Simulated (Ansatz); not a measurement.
The cluster Ag2Se⁺ (the lowest doublet isomer of a short search), 3 atoms. Hardware: 4 threads of Arm Neoverse V2 on a shared host.

In the def2 sets Ag takes a core potential; there is no spin–orbit coupling. Correlated methods freeze 9 core orbitals; core or outer-core shells of Ag, Se are correlated, in sets that lack core-valence functions.

(1) How many basis functions does each of these Ansatz runs have, and roughly what does it cost? PBE-D4/def2-TZVP, charge 1 quartet, relaxation, 7 steps; B3LYP-D4/def2-TZVP, charge 1 doublet, energy, from earlier orbitals; PBE-D4/def2-TZVP, charge 0 singlet at the geometry of the charge 1 doublet, energy, from earlier orbitals; PBE0-D4/def2-TZVP, charge 1 quartet, energy, from earlier orbitals; PBE0-D4/def2-TZVP, charge 0 triplet at the geometry of the charge 1 doublet, energy; RPA@PBE/def2-TZVP, charge 1 doublet, energy, from earlier orbitals; PBE0-D4/def2-TZVP, charge 1 doublet, energy, from earlier orbitals; r2SCAN-D4/def2-TZVP, charge 0 singlet at the geometry of the charge 1 doublet, energy, from earlier orbitals; PBE-D4/def2-TZVP, charge 1 doublet, relaxation, 5 steps; LC-ωPBE/def2-TZVP, charge 1 doublet, energy, from earlier orbitals; PBE-D4/def2-TZVP, charge 1 doublet, frequencies; ωB97M-V/def2-TZVP, charge 1 doublet, energy and forces, from earlier orbitals.

Answers

(1) Other jobs shared the machine, so times can vary by a factor of up to 3. A dash marks memory too small to be measured apart from the calling script's.

```tsv
run	functions	fitting or Cholesky vectors	wall time	peak host memory (GiB)
PBE-D4/def2-TZVP, charge 0 singlet at the geometry of the charge 1 doublet, energy, from earlier orbitals	128	1093	1.1 s	–
r2SCAN-D4/def2-TZVP, charge 0 singlet at the geometry of the charge 1 doublet, energy, from earlier orbitals	128	1093	2.5 s	–
LC-ωPBE/def2-TZVP, charge 1 doublet, energy, from earlier orbitals	128	1093	3.2 s	–
B3LYP-D4/def2-TZVP, charge 1 doublet, energy, from earlier orbitals	128	1102	3.3 s	–
RPA@PBE/def2-TZVP, charge 1 doublet, energy, from earlier orbitals	128	1102	4.2 s	–
PBE0-D4/def2-TZVP, charge 0 triplet at the geometry of the charge 1 doublet, energy	128	1102	4.3 s	–
PBE0-D4/def2-TZVP, charge 1 doublet, energy, from earlier orbitals	128	1102	5.5 s	–
PBE0-D4/def2-TZVP, charge 1 quartet, energy, from earlier orbitals	128	1102	6 s	–
PBE-D4/def2-TZVP, charge 1 doublet, relaxation, 5 steps	128	1093	7.5 s	–
PBE-D4/def2-TZVP, charge 1 doublet, frequencies	128	1093	11 s	–
PBE-D4/def2-TZVP, charge 1 quartet, relaxation, 7 steps	128	1093	12 s	–
ωB97M-V/def2-TZVP, charge 1 doublet, energy and forces, from earlier orbitals	128	1102	13 s	0.65
```
